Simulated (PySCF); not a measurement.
C$_{4}$H$_{5}$ (SMILES C=C1[CH-]C1), charge -1, singlet, geometry from GFN2-xTB (in this run its highest filled SCF level lies above zero, so its values depend strongly on the basis, on diffuse functions most of all). Base run: B3LYP/6-31G* in PySCF.

Input for PySCF:
```python
from pyscf import gto, scf, dft

mol = gto.Mole()
mol.atom = '''
    C     0.02175028   -0.12408657    0.25511709
    C    -0.03382703   -0.78243920   -0.96149211
    C    -0.03562593    0.72694132   -0.96482053
    C    -0.03703522   -0.02725049    1.59144410
    H     0.74712244   -1.39169963   -1.41643569
    H     0.85066478    1.35445423   -1.19119110
    H    -0.95600069    1.25563075   -1.25226488
    H     0.06907213   -0.89566575    2.23581421
    H    -0.20243112    0.91829006    2.10258625
'''
mol.basis = '6-31g*'
mol.charge = -1
mol.verbose = 5
mol.build()

mf = dft.RKS(mol)
mf.xc = 'b3lyp'
mf.kernel()
mf.analyze()
```

Variants of this job, named by their change:

| change | ΔE vs base (mEh) | fitting functions |
|---|---|---|
| base | 0.000 | - |
| auxbasis = cc-pvqz-jkfit | -0.021 | 679 |
| auxbasis = even-tempered beta=2.0 | -0.091 | 515 |
| auxbasis = even-tempered beta=1.6 | -0.054 | 791 |
| auxbasis = cc-pvtz-jkfit | -0.045 | 466 |
| auxbasis = def2-universal-jkfit | -0.042 | 390 |
| auxbasis = autoaux | -0.222 | 485 |
| auxbasis = cc-pvtz-ri | -0.338 | 474 |
| only_dfj = on; auxbasis = def2-universal-jfit | -0.128 | 251 |
| auxbasis = def2-universal-jfit | 0.025 | 251 |

A fitting set is made for a task (jfit for Coulomb, jkfit for Coulomb and exchange, ri for correlation) and for a family of orbital bases.
